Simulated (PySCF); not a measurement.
Gas-phase reaction: 3 WOF4 + H2O2 → WO2F2 + O + 2 WF5OH, at 500 K and a standard pressure of 1 bar. Level: B3LYP/def2-TZVP†.

Energies from PySCF, thermal terms from the rigid-rotor harmonic-oscillator model, ideal gas at 1 bar. S°(298 K) at PBE0/def2-TZVP differs from the NASA 1993 table for H2O2 (-8 J/mol/K); whether the harmonic model or the table's entry is off was not settled. † marks an energy on the PBE0/def2-TZVP geometry and frequencies. Open shells (unrestricted): O (multiplicity 3, electronic degeneracy 9); the rest are closed-shell singlets. Spin-orbit splitting is ignored; it lowers the true energy and changes the entropy of O. B3LYP is the form with VWN-RPA correlation. W: scalar-relativistic def2 core potential, no spin-orbit coupling. No R ln 2 is added for the mirror-image form of H2O2. WO2F2, WF5OH: computed as isolated molecules; such fragments, hydroxides, amides, oligomers or adducts are transient or little studied in the gas. The harmonic model lacks anharmonicity and excited electronic states, which grow with temperature; levels with a mode under 35 cm⁻¹ are left out. Internal rotation in H2O2 is treated as a harmonic vibration of one conformer, which makes the entropy rough. Soft modes under 120 cm⁻¹ make the harmonic entropy rough for WOF4, WF5OH.

```csv
species,E (Ha),H(500 K) − E (kJ/mol),S°(500 K) (J/mol/K)
WOF4,-542.20081,76.2,397.7
H2O2,-151.61760,90.9,250.4
WO2F2,-417.63382,63.4,366.2
O,-75.09628,10.4,172.4
WF5OH,-642.70757,121.3,472.6
```
E: electronic energy; H − E holds the zero-point and thermal terms. 1 Ha = 2625.5 kJ/mol.

**Question.** Work out ΔH°, ΔS°, ΔG° and log10 K from these numbers.

**Answer.** 1. ΔE = 1×(-417.63382) + 1×(-75.09628) + 2×(-642.70757) − 3×(-542.20081) − 1×(-151.61760) = 0.07479 Ha = 196.4 kJ.
2. Δ(H − E) = 1×(63.4) + 1×(10.4) + 2×(121.3) − 3×(76.2) − 1×(90.9) = -3.1 kJ, so ΔH° = 193.3 kJ.
3. ΔS° = 1×(366.2) + 1×(172.4) + 2×(472.6) − 3×(397.7) − 1×(250.4) = 40.3 J/K; the number of gas molecules stays the same.
4. ΔG° = ΔH° − TΔS° = 193.3 − 500×(40.3)/1000 = 173.2 kJ.
5. log10 K = −ΔG°/(RT ln 10) = -18.10, with RT ln 10 = 9.57 kJ/mol; at standard pressures the reactants are favoured.
6. A shift of 10 kJ in ΔE would move log10 K by 1.04 here.
For scale, ΔH°(298 K) is 188 kJ at this level, 186 kJ at ωB97M-V/def2-TZVP†, and runs from -31 to 288 kJ over the 17 levels computed.
